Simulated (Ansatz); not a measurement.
`[SiH3][SiH2]SS` + H₂O → `O[SiH2]SS` + SiH₄  (formal hydrolysis of the Si–Si bond)

Isolated molecules relaxed with PBE0-D4/def2-TZVP in Ansatz; ΔE leaves out vibrations. CBS: MP2 limit from def2 TZ/QZ plus the TZ coupled-cluster correction, frozen cores. This one scheme is used for every species. DFT in def2-TZVPP. B3LYP here is the variant with VWN-RPA as its local correlation; programs differ in this. HSE06 is defined as in plane-wave codes. Each species was taken in one conformer, which may not be the lowest.

`[SiH3][SiH2]SS`:

```xyz
10

Si   -1.186   -0.861    1.400
Si   -0.230    0.109   -0.508
S     1.899    0.038   -0.239
S     2.491    0.869   -2.033
H    -0.790   -0.101    2.614
H    -0.737   -2.271    1.539
H    -2.668   -0.833    1.273
H    -0.606   -0.635   -1.739
H    -0.664    1.525   -0.657
H     2.490    2.159   -1.649
```

H₂O:

```xyz
3

O    -0.010   -0.383   -0.066
H    -0.167    0.322   -0.697
H     0.176    0.061    0.763
```

`O[SiH2]SS`:

Cartesian coordinates in Å:
```
O 0.486 1.497 -0.833
Si 0.838 -0.062 -0.481
S -0.876 -1.350 -0.586
S -1.962 -0.321 0.842
H -0.146 1.929 -0.253
H 1.390 -0.188 0.891
H 1.786 -0.536 -1.515
H -1.516 -0.969 1.935
```

SiH₄:

Cartesian coordinates in Å:
```
Si 0.000 0.000 0.000
H -0.228 0.305 -1.435
H -1.288 0.084 0.734
H 0.959 0.981 0.568
H 0.557 -1.370 0.133
```

| level | ΔE (kJ/mol) | difference from CCSD(T)/CBS |
| --- | --- | --- |
| PBE-D4 | -78.1 | 17.0 |
| B3LYP-D4 | -98.2 | -3.1 |
| r2SCAN0-D4 | -96.9 | -1.8 |
| HSE06-D4 | -82.6 | 12.5 |
| CAM-B3LYP-D4 | -106.6 | -11.5 |
| ωB97M-V | -104.6 | -9.5 |
| B3LYP | -102.5 | -7.4 |
| LC-ωPBE | -94.3 | 0.8 |
| MP2/def2-SVP | -102.3 | -7.2 |
| HF/def2-QZVPP | -121.2 | -26.1 |
| CCSD(T)/CBS | -95.1 | 0 |

Largest T1 diagnostic among the species: 0.013.

From BLYP to BHLYP (50 % exact exchange), in def2-TZVPP and without D4, ΔE moves by −11.7 kJ/mol. The D4 term adds +4.3 kJ/mol with B3LYP and +2.6 kJ/mol with PBE0; it sums over pairs of atoms, weighted by their polarisabilities, and B3LYP, whose exchange is more repulsive, gets the larger term.

CCSD(T)/CBS has its own doubt, a few kJ/mol and more with outer-core shells, so smaller differences from it don't rank the levels.
